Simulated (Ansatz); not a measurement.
Isomers of C$_{2}$H$_{8}$OSi, relaxed with PBE0-D4/def2-TZVP in Ansatz; electronic energies, one conformer each and not always the lowest. Functionals use def2-TZVPP; CBS adds triple-zeta CCSD(T) − MP2 to the MP2 limit of def2-TZVPP and def2-QZVPP.

Task: Order them by energy at frozen-core CCSD(T)/CBS, lowest first. (Best estimate.)
A. `CCO[SiH3]`
B. `CO[SiH2]C`
C. `CC(O)[SiH3]`

Result: B (0.0 kcal/mol), A (8.0 kcal/mol), C (34.1 kcal/mol).

Task: How do B3LYP-D4, ωB97M-V, MP2/CBS(def2), B3LYP place them (kcal/mol, against `CO[SiH2]C`)? (Estimate.)

Result: Computed: 
```csv
isomer,B3LYP-D4,ωB97M-V,MP2/CBS(def2),B3LYP
`CCO[SiH3]`,8.1,8.5,8.5,7.8
`CC(O)[SiH3]`,34.8,34.2,35.3,35.1
```

B3LYP here is the variant with VWN-RPA as its local correlation; programs differ in this.
